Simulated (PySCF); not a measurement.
GaI3. Atoms are numbered in the order given.

```xyz
4

Ga     0.0000     0.0000     0.0000
I     -2.4961     0.0000     0.0000
I      1.2481     2.1617     0.0000
I      1.2481    -2.1617     0.0000
```
Charge 0, spin multiplicity 1.

The structure is a stationary point at B3LYP-D3(BJ)/def2-SVP. The isomer is the one that the SMILES or the coordinates give; other isomers of the formula were not compared. The def2 effective core potentials stand for the cores of I; spin–orbit coupling is left out.

Level of theory: PBE/def2-TZVP (PySCF).

ESP charges are fitted to the potential on shells at 1.4 to 2.0 van der Waals radii. Atomic charges (e):

```
atom     ESP fit  Mulliken
----  ----------  --------
Ga1   (withheld)      0.44
I2    (withheld)     -0.15
I3    (withheld)     -0.15
I4    (withheld)     -0.15
```

Task: Complete the blanks. (The exact figures need the calculation; the answer reports its results.)

Result: 
- Ga1, ESP fit: 0.17
- I2, ESP fit: -0.06
- I3, ESP fit: -0.06
- I4, ESP fit: -0.06
